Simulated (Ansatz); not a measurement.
`CI` and `BCI` differ in one atom or group.

Ansatz, PBE0-D4/def2-TZVP geometries, multiplicity 1.  `BCI` holds a close contact that its SMILES doesn't draw: I···B 2.50 Å.

Elements past krypton have def2 core potentials.  Spin–orbit coupling is left out; it splits and shifts lone-pair levels of the heavy atoms by tenths of an eV.

```json
{"property": "HOMO energy (PBE0/def2-TZVPP) / eV", "`CI`": "-7.30"}
{"property": "LUMO energy (ωB97M-V/def2-TZVPP) / eV", "`CI`": "1.15"}
{"property": "LUMO energy (PBE0/def2-TZVPP) / eV", "`CI`": "-0.76"}
{"property": "size of the dipole moment (ωB97M-V/def2-TZVPP) / D", "`CI`": "1.67"}
{"property": "HOMO–LUMO gap (B3LYP/def2-TZVPP) / eV", "`CI`": "6.03"}
{"property": "HOMO energy (B3LYP/def2-TZVPP) / eV", "`CI`": "-7.06"}
```

**Question.** What does the change do to each property? (Best estimate.)

**Answer.** Computed: 
```
                                          property  `BCI`  shift
                HOMO energy (PBE0/def2-TZVPP) / eV  -7.79  -0.49
             LUMO energy (ωB97M-V/def2-TZVPP) / eV   0.41  -0.74
                LUMO energy (PBE0/def2-TZVPP) / eV  -1.49  -0.73
size of the dipole moment (ωB97M-V/def2-TZVPP) / D   1.42  -0.25
             HOMO–LUMO gap (B3LYP/def2-TZVPP) / eV   5.80  -0.23
               HOMO energy (B3LYP/def2-TZVPP) / eV  -7.54  -0.48
```

With PBE0 the HOMO falls by 0.49 eV and the LUMO falls by 0.73 eV, so the gap narrows by about 0.24 eV. PBE moves the HOMO by -0.51 eV and ωB97M-V by -0.50 eV. The zero-point energy changes by 30.8 kJ/mol with +6 modes. Dipoles are sizes alone; their direction can turn.

B3LYP here is the variant with VWN-RPA as its local correlation; programs differ in this.
